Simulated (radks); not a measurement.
Problem. Radial electron density D(r) = 4 pi r^2 rho(r) of an atom or ion with 19 electrons. Method: Dirac Kohn-Sham, PBE, spin-unpolarised, spherical densities, point nucleus; computed with a radial shooting solver on a logarithmic mesh with Libxc functionals.

r (bohr)  D(r) (e/bohr)
0.002645         0.7940
0.003362          1.230
0.00424           1.863
0.005348          2.789
0.006798          4.173
0.008573          6.051
0.01081           8.583
0.01374           11.97
0.01733           15.92
0.02186           20.28
0.02779           24.59
0.03505           27.69
0.0442            28.85
0.05618           27.58
0.07085           24.75
0.08936           22.40
0.1136            22.90
0.1433            26.70
0.1807            30.87
0.2297            30.64
0.2896            24.06
0.3653            15.03
0.4643            9.805
0.5856            10.51
0.7385            12.19
0.9388            10.23
1.184             5.718
1.493             2.065
1.898            0.4384
2.394           0.05747
3.019          0.004237

What is the nuclear charge?

Solution. Z = 24. The innermost maximum, from 1s, lies near gamma/Z bohr with gamma = sqrt(1 - (Z/c)^2) = 0.985, here 0.041 bohr (found: 0.0442), and its height grows with Z. The density is that of the chromium ion Cr5+ in [Ar] 3d1; the configuration itself is not fixed sharply by these data, and Z only to about a unit. D(r) has 3 maxima, at r = 0.0442, 0.202, 0.750 bohr, and minima at 0.0976, 0.499 bohr, inside which lie 2.12, 10.45 electrons.
